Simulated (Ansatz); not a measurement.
Scan of H2B (cation, charge +1), singlet: symmetric bend, bond length relaxed. Scanned: H-B-H angle. Other coordinates (B-H bond length) were minimised at B3LYP/def2-TZVP.

The free coordinates were minimised at B3LYP/def2-TZVP in PySCF; the energy column is full CI/def2-TZVP, frozen core (Ansatz, an electronic-structure program), in kcal/mol.

```tsv
a / °	B-H bond length / Å	E
180	1.174	0.0
169.80	1.174	0.8
157.84	1.176	3.8
148.53	1.178	7.6
137.80	1.181	13.8
128.83	1.184	20.5
122.02	1.187	26.5
112.43	1.192	36.6
98.74	1.200	54.4
88.51	1.207	70.5
82.16	1.212	82.0
68.70	1.220	109.7
```

The scan ran from 180.0 to 60.0; beyond the range shown the relaxed coordinates jump or full CI changes its symmetry label.
